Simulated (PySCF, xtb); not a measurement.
Al(F)2(SMe) (CH3AlF2S), SMILES [S](C)[Al]([F])[F].

GFN2-xTB (xtb 6.7.1) at its own geometry gives an orbital gap of 3.15 eV and a dipole moment of 2.85 D.

The structure is a stationary point at B3LYP-D3(BJ)/def2-SVP. The structure was generated by enumeration; whether it is a known compound was not checked. Other conformers were not sampled.

Task: What does CAM-B3LYP/def2-TZVP (PySCF) give? (The exact figures need the calculation; the answer reports its results.)

Result: gap 8.82 eV (levels -8.98 and -0.15 eV), dipole 2.22 D.
